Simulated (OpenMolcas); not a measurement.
**Re2+: from RASSCF to RASPT2**

```json
{"Program": "OpenMolcas 26.06", "Basis": "ANO-RCC-VTZP [8s7p5d3f2g1h]", "Scalar Hamiltonian": "DKH2, point nucleus", "Active space": "11 electrons in 8 orbitals (RAS1 5p, at most 2 holes; RAS2 5d)", "State averaging": "2S+1 = 6 even, 1 root; 2S+1 = 4 even, 24 roots; 2S+1 = 2 even, 75 roots", "Spin-orbit coupling": "state interaction with AMFI integrals over the reference wave functions, term energies averaged over their components"}
```

Methods on the same reference wave functions:
A. RASSCF
B. SS-RASPT2, IPEA 0.25 Eh, imaginary shift 0.1 Eh (closed shells correlated: 5s)
C. MS-RASPT2, IPEA 0.25 Eh, imaginary shift 0.1 Eh (closed shells correlated: 5s)

Energies in cm-1 above 5d5 6S 5/2, the measured ground level; measured values from the list in Brasseur, Gamrath and Quinet, At. Data Nucl. Data Tables 157, 101636 (2024).

| Level | A | B | C | Measured |
| --- | --- | --- | --- | --- |
| 5d5 6S 5/2 | 0.0 | 0.0 | 0.0 | 0.0 |
| 5d5 4G 7/2 [72 %] | 22834 | 19260 | 19260 | 16890 |
| 5d5 4G 11/2 | 23535 | 20060 | 20060 | 18020 |
| 5d5 4G 9/2 | 24033 | 20560 | 20560 | 18346 |
| 5d5 4P 1/2 [62 %] | 24939 | 21740 | 21740 |  |
| 5d5 4D 7/2 [75 %] | 28196 | 23850 | 23850 | 20453 |
| 5d5 4D 1/2 [65 %] | 30581 | 26530 | 26530 |  |
| 5d5 2I 11/2 | 33486 | 28960 | 28960 | 26170 |
| 5d5 2I 13/2 | 35942 | 31280 | 31280 | 28588 |
| 5d5 2H 9/2 [52 %] | 40686 | 36170 | 36170 |  |
| 5d5 2F 5/2(2) [58 %] | 44235 | 38580 | 38580 |  |
| 5d5 2H 11/2 [74 %] | 46011 | 41640 | 41640 |  |
| 5d5 2F 7/2(2) [52 %] | 46915 | 41160 | 41160 |  |
| 5d5 2S 1/2 | 49013 | 42560 | 42560 |  |
| 5d5 2D 3/2(2) | 53894 | 47590 | 47590 |  |
| 5d5 2D 5/2(2) [72 %] | 56576 | 50350 | 50350 |  |
| 5d5 2G 9/2(2) | 60543 | 53460 | 53460 |  |
| 5d5 2G 7/2(2) | 61587 | 54560 | 54560 |  |
| 5d5 2P 3/2 | 70423 | 61060 | 61060 |  |
| 5d5 2P 1/2 | 72758 | 63440 | 63440 |  |
| 5d5 2D 5/2(3) | 77633 | 68820 | 68820 |  |
| 5d5 2D 3/2(3) | 79238 | 70340 | 70340 |  |

Deviations, from unrounded energies. A percentage is the sum of absolute deviations over the sum of measured energies, with the sign that they share, or ± where signs differ.

```tsv
Against measurement	Levels	A	B	C
mean absolute deviation (cm-1)	6	6600	2600	2600
other terms of the ground configuration (%)	6	+30.8	+12.1	+12.1
```

B, C lie about equally close to measurement and A furthest from it. The largest miss of C in the table is 5d5 4D 7/2 [75 %], by +3400 cm-1. The ranking rests on the paired levels alone, and a cruder setting can come out closer through cancelling errors.

Between B and C no level of the table moves by more than 5 cm-1.

The two smallest mean deviations differ by little beside CASPT2's spread within terms, so their order carries little weight.

From A to B the spin-free energies of the other terms of 5d5 shown, above 6S, scale by factors of 0.83 to 0.89, as is usual when dynamic correlation screens the repulsion within a d or f shell.

The lowest spin-free term lies below A's lowest term by 0.294 hartree in B, 0.294 hartree in C.

Term energies are means over components that CASPT2 splits; among the terms shown or strongly mixed into the levels shown the widest spread is 850 cm-1 (5d5 2F(2), C). Active for correlation alone: 5p; no level in the range computed is led by a configuration that opens it, so any true level of that kind is missing. Without dynamic correlation excited terms often stand tens of per cent too high (terms of higher spin than the ground term too low), and those without a measured partner can miss by more than the paired ones (holds for A). Some levels mix across a computed gap that differs much from the measured one, so their mixing is not that of the real levels (holds for A). Some terms miss by over 15 % even with CASPT2, which points to a basis or an active space too small for the shells correlated (holds for B; C). Blocks of more than 70 roots (2S+1 = 2 even) ran without multistate coupling (holds for C). The CASPT2 spread within a term exceeds the gap to the next term for 5d5 4F and 5d5 2F(1), so the order of their levels is uncertain, and so are names and mixing where such terms share a J (holds for C). Measured partners are found by configuration, term and J. A level has none where our copy of the source lacks it or the pairing is in doubt (some pairs that miss far off the trend of their configuration count as doubtful), and it then counts in no deviation. Levels of configurations outside the active space are missing. The table leaves out levels that lie high or whose names do not pair safely across all columns.

A share in square brackets marks a mixed level and gives the weight of the term that names it, the lowest over the columns. A number in round brackets counts repeated terms of one configuration in the order of the reference energies.
